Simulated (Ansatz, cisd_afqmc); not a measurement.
Species: Ni, charge 0, triplet.

Total energies in def2-SVP, 10 correlated electrons, 9 frozen orbitals. Radicals and triplets start from unrestricted determinants; spin-orbit coupling is neglected. Correlated methods leave the cores frozen (noble-gas shells, and filled d and f shells in the p block). No relativity. AFQMC is phaseless with a CISD trial state; ± is one standard error, without the phaseless bias. Outlying blocks are dropped, and bars are widened where a walk drifts. Over all cases where full CI ran beside it in this data, AFQMC minus full CI had a median of +0.1 mEh and passed +0.4 mEh in a tenth of the cases. Open-shell metal atoms are single determinants of the lowest configuration found, not pure terms.

```json
[
 {"method": "HF", "program": "Ansatz", "energy (Eh)": "-1506.64312", "minus CCSDTQ (mEh)": "196.67"},
 {"method": "MP2", "program": "Ansatz", "energy (Eh)": "-1506.82766", "minus CCSDTQ (mEh)": "12.13"},
 {"method": "CCSD", "program": "Ansatz", "energy (Eh)": "-1506.83496", "minus CCSDTQ (mEh)": "4.83"},
 {"method": "CCSD(T)", "program": "Ansatz", "energy (Eh)": "-1506.84004", "minus CCSDTQ (mEh)": "-0.26"},
 {"method": "CCSDT(Q)", "program": "Ansatz", "energy (Eh)": "-1506.83966", "minus CCSDTQ (mEh)": "0.13"},
 {"method": "CCSDTQ", "program": "Ansatz", "energy (Eh)": "-1506.83979", "minus CCSDTQ (mEh)": "0.00"},
 {"method": "AFQMC/CISD", "program": "cisd_afqmc", "energy (Eh)": "-1506.8399 ± 0.0003", "minus CCSDTQ (mEh)": "-0.1 ± 0.3"}
]
```

Ansatz is a first-principles code.
